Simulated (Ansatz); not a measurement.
Program: Ansatz 0.2.0.

Basis-set series for H$_{5}$NO$_{2}$SSi (`N[Si](O)(O)S`). Charge 0, multiplicity 1. Geometry: relaxed with PBE0-D4/def2-TZVP. It is one conformer, not always the lowest.

```json
{"functional": "PBE0-D4", "basis": "def2-TZVPP", "functions": "247", "energy (Eh)": "-895.71869", "HOMO (eV)": "-7.19", "LUMO (eV)": "0.46"}
{"functional": "PBE0-D4", "basis": "def2-QZVPP", "functions": "461", "energy (Eh)": "-895.75391", "HOMO (eV)": "-7.24", "LUMO (eV)": "0.06"}
{"functional": "ωB97M-V", "basis": "def2-TZVPP", "functions": "247", "energy (Eh)": "-896.09316", "HOMO (eV)": "-9.42", "LUMO (eV)": "1.93"}
{"functional": "ωB97M-V", "basis": "def2-QZVPP", "functions": "461", "energy (Eh)": "-896.12649", "HOMO (eV)": "-9.48", "LUMO (eV)": "1.29"}
```

Give the rows for def2-SVP. (Best estimate.)

The calculation gave: 
```
functional     basis  functions  energy (Eh)  HOMO (eV)  LUMO (eV)
   PBE0-D4  def2-SVP        103   -895.20144      -6.97       1.10
   ωB97M-V  def2-SVP        103   -895.57066      -9.18       2.81
```

Positive LUMOs are unbound and depend on the basis.
